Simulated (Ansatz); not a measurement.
Job for Ansatz (a quantum-chemistry and plane-wave program): U-B3LYP/cc-pV(T+d)Z on FH3Si (SMILES F[SiH3]), a point of a bond scan (R = 4.337 Å). Files ending in .json are basis or fitting sets from the Basis Set Exchange.

Ansatz 0.2 input:
```yaml
crystal:
  periodic: [false, false, false]
  atoms:
    - {symbol: F, position_ang: [3.78783829, -0.05943673, -0.59133071]}
    - {symbol: Si, position_ang: [-0.49646928, 0.00779033, 0.07750530]}
    - {symbol: H, position_ang: [-0.94494949, 1.41511357, 0.06667951]}
    - {symbol: H, position_ang: [-0.77052837, -0.61593767, 1.38810265]}
    - {symbol: H, position_ang: [-1.14675391, -0.75426329, -1.00795064]}
basis:
  gaussian:
    orbitals: cc-pV_T+d_Z.json
hamiltonian:
  xc: {name: B3LYP}
magnetization: {spin_polarized: true, initial_magnetization: 0}
```

Output:

```
WARN ansatz: RAYON_NUM_THREADS=2 ignored (pool sized by the plan → 2); use --threads N
Functional definition: B3LYP
integrals: 0.02 GiB planned
643 factors; their error is unknown
mean field: 0.33 GiB planned
mean field evaluation 1: about -10633.0336 eV, gradient 3.9e1 eV
mean field evaluation 2: about -10275.2864 eV, gradient 1.2e2 eV
mean field evaluation 4: about -10633.9121 eV, gradient 3.4e1 eV
mean field evaluation 8: about -10636.2166 eV, gradient 2.2e1 eV
mean field evaluation 16: about -10640.7804 eV, gradient 7.3e-2 eV
mean field evaluation 32: about -10636.0882 eV, gradient 2.3e1 eV
mean field -10640.78037466 eV, -391.0414661888 hartree, gradient 4.9e-6 eV, S^2 0.774391; 6 other end points of the search recorded, 0 dependent functions left out
reference -10640.78060291 eV, -391.0414745769 hartree; 13, 13 occupied and 98, 98 virtual orbitals, 643 factors
Total energy: -10640.78060291 eV, -391.0414745769 hartree
```

The calculation finished and met its thresholds. Its determinant has ⟨S²⟩ = 0.77, a mixture of spin states.

Cost: very roughly 7 core-seconds.
